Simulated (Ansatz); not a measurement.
Several settings on one geometry of BeCl2(H2O)2 (BeCl₂O₂H₄) (that of the charge 0 singlet, B3LYP-D4/def2-SVP). Ansatz on 4 threads of Arm Neoverse V2 on a shared host; times are rough.

```xyz
9

Be    0.3365    0.0028    0.2305
Cl    0.0491    0.2262    2.1572
Cl    2.0289   -0.2092   -0.7372
O    -0.4334    1.3862   -0.5050
H     0.2223    1.8152   -1.0812
H    -0.6589    2.0102    0.2061
O    -0.6129   -1.3946   -0.2094
H    -0.9065   -1.8221    0.6133
H    -0.0252   -2.0146   -0.6743
```

Totals from different functionals, basis sets or treatments of relativity can't be compared as stabilities.

The 6-31G sets use Cartesian d functions. B3LYP takes the VWN-RPA correlation.

The spins typed aren't always the lowest for that charge.

Q: Give the basis size and estimate the energy, ⟨S²⟩ and time of these runs.

```
run                        method  charge    state                                                                                                              further keys
  1         RKS B3LYP5/def2-mTZVP       0  singlet                                                                               scf: {omitted_lower_state_checks: [starts]}
  2           UKS SVWN5/6-31++G**       0  triplet                                                                                                                         –
  3  ROKS BLYP-D3(BJ)/aug-cc-pVDZ       1  doublet  final_grid: {core_spheres: 8, valence_spheres: 7, degree: 23}; scf: {omitted_lower_state_checks: [starts]}; forces asked
  4             RKS B3LYP/pcseg-2       0  singlet                                                                              scf: {lower_state_search: off}; forces asked
```

A: 
| run | functions | energy (Eh) | ⟨S²⟩ | wall time |
| --- | --- | --- | --- | --- |
| 1 | 115 | -1088.0978 | – | 1.2 s |
| 2 | 127 | -1083.7124 | 2.00 | 12 s |
| 3 | 159 | -1087.8651 | – | 4.7 s |
| 4 | 199 | -1088.3734 | – | 2.3 s |
